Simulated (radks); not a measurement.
Excited configurations of K III: one electron is placed in a higher orbital outside [Ne] 3s2 3p4. The ground configuration is [Ne] 3s2 3p5. All-electron calculation, non-relativistic Kohn-Sham, PBE, spin-unpolarised, spherical densities, point nucleus. Program: a radial shooting solver on a logarithmic mesh with Libxc functionals. Excitation = E - E(ground); binding = E(ion) - E, where the ion is the core of charge +3; n* = 3/sqrt(2 binding) in atomic units, and the quantum defect is n - n*.

| outer orbital | excitation (eV) | binding (eV) | quantum defect | eigenvalue (eV) | <r> (bohr) |
|---|---|---|---|---|---|
| 3d | 23.939 | 22.957 | 0.690 | -16.809 | 1.785 |
| 4s | 27.201 | 19.694 | 1.507 | -16.497 | 3.217 |
| 4p | 30.997 | 15.898 | 1.225 | -13.192 | 3.677 |
| 4d | 36.104 | 10.791 | 0.631 | -8.851 | 4.818 |
| 4f | 39.036 | 7.859 | 0.053 | -6.250 | 5.739 |
| 6d | 42.454 | 4.441 | 0.749 | -3.809 | 13.21 |

The Delta-SCF ionisation energy is 46.895 eV (NIST Atomic Spectra Database: 45.803 eV, semi-empirical). Self-interaction in the functional shifts the binding energies and quantum defects, so they are the method's values and not measured ones. Spin polarisation and multiplet splitting are left out, so open shells lie too high by an amount that depends on their filling.

Beside tabulated values, note that spin-unpolarised runs miss the spin-polarisation part of the exchange energy of open shells.
